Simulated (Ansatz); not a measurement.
`[CH3][GeH]([CH3])[C]#N`, relaxed with RKS PBE0-D4/def2-TZVP in Ansatz from a PBE-D4/def2-SVP geometry. The force threshold is 0.005 eV/Å; the program also tests the step.

The species carries charge 0 and has multiplicity 1.

Start:

```xyz
12

C     1.052   -1.127   -0.814
Ge   -0.469    0.019   -0.352
C    -0.716    0.209    1.582
C    -0.065    1.789   -1.056
N     0.210    2.852   -1.468
H     1.189   -1.164   -1.911
H     0.876   -2.152   -0.435
H     1.974   -0.726   -0.350
H    -1.773   -0.427   -1.063
H     0.211    0.606    2.040
H    -0.940   -0.779    2.027
H    -1.550    0.902    1.800
```

How much energy does the relaxation release, and in how many steps? (Best estimate.)

Computed: 5.97 kJ/mol, in 4 steps.

Which bonds change most? (An estimate is asked.)

The calculation gave: C4–N5 from 1.174 to 1.152 Å; C1–H8 from 1.107 to 1.090 Å; C3–H10 from 1.107 to 1.090 Å; C1–H6 from 1.106 to 1.090 Å.

Give the relaxed structure. (Estimate.)

Ansatz gave: 
```xyz
12

C     1.049   -1.123   -0.811
Ge   -0.458    0.012   -0.344
C    -0.710    0.212    1.572
C    -0.066    1.777   -1.045
N     0.189    2.827   -1.447
H     1.182   -1.152   -1.892
H     0.875   -2.138   -0.450
H     1.962   -0.738   -0.354
H    -1.749   -0.424   -1.054
H     0.201    0.599    2.030
H    -0.947   -0.755    2.018
H    -1.528    0.904    1.777
```
